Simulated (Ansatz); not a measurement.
Job for Ansatz (a program for electronic structure): R-BLYP/def2-TZVPP on H4OSiTe (SMILES O[Te][SiH3]), a point of a torsion scan. Elements past Kr take the def2 small-core potentials; no spin–orbit coupling.

Ansatz 0.2 input:
```yaml
crystal:
  periodic: [false, false, false]
  atoms:
    - {symbol: O, position_ang: [2.36937991, 0.09722905, -0.14918146]}
    - {symbol: Te, position_ang: [0.90607330, -1.28990378, -0.16317215]}
    - {symbol: Si, position_ang: [-0.79361341, 0.19387750, 0.89046007]}
    - {symbol: H, position_ang: [2.26034806, 0.69374319, 0.58834681]}
    - {symbol: H, position_ang: [-1.23225715, 1.29862370, 0.03738924]}
    - {symbol: H, position_ang: [-1.91770545, -0.68179624, 1.18631382]}
    - {symbol: H, position_ang: [-0.25552738, 0.77639598, 2.12225444]}
basis:
  gaussian:
    orbitals: def2-TZVPP
hamiltonian:
  xc: {name: BLYP}
scf: {lower_state_search: off}
```

**Question.** Predict the final total energy.

**Answer.** -635.1154 hartree.
